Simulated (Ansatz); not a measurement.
Mulliken charges of CH₅Cl₂GeN (`C[NH][GeH]([Cl])[Cl]`) from B3LYP/def2-TZVPP in Ansatz (PBE0-D4/def2-TZVP geometry).

```json
{"atom": "C1", "x (Å)": "-0.502", "y (Å)": "-1.179", "z (Å)": "0.716", "charge (e)": "-0.193"}
{"atom": "N2", "x (Å)": "0.251", "y (Å)": "0.064", "z (Å)": "0.714", "charge (e)": "-0.302"}
{"atom": "Ge3", "x (Å)": "0.605", "y (Å)": "0.874", "z (Å)": "-0.863", "charge (e)": "0.620"}
{"atom": "Cl4", "x (Å)": "-1.180", "y (Å)": "1.271", "z (Å)": "-2.013", "charge (e)": "-0.308"}
{"atom": "Cl5", "x (Å)": "1.493", "y (Å)": "2.757", "z (Å)": "-0.386", "charge (e)": "-0.285"}
{"atom": "H6", "x (Å)": "-1.566", "y (Å)": "-1.057", "z (Å)": "0.482", "charge (e)": "0.111"}
{"atom": "H7", "x (Å)": "-0.414", "y (Å)": "-1.661", "z (Å)": "1.693", "charge (e)": "0.104"}
{"atom": "H8", "x (Å)": "-0.077", "y (Å)": "-1.869", "z (Å)": "-0.018", "charge (e)": "0.097"}
{"atom": "H9", "x (Å)": "-0.053", "y (Å)": "0.711", "z (Å)": "1.428", "charge (e)": "0.126"}
{"atom": "H10", "x (Å)": "1.525", "y (Å)": "0.038", "z (Å)": "-1.750", "charge (e)": "0.029"}
```

Question: By hand: the dipole of these point charges (1 e Å = 4.8032 D).

Answer: Σ q r = (0.147, -0.808, 0.198) e Å, of length 0.845 e Å = 4.06 D.

Question: How does the dipole of the full density compare? (An estimate is asked.)

Answer: The calculation gave: (-0.023, -0.418, 0.262) e Å, 2.37 D; the point charges give 1.71 times that, at 22° from its direction.

Point charges leave out the atoms' own dipoles, such as those of lone pairs, and Mulliken's split depends on the basis, so the two needn't agree.

B3LYP here is the variant with VWN-RPA as its local correlation; programs differ in this.
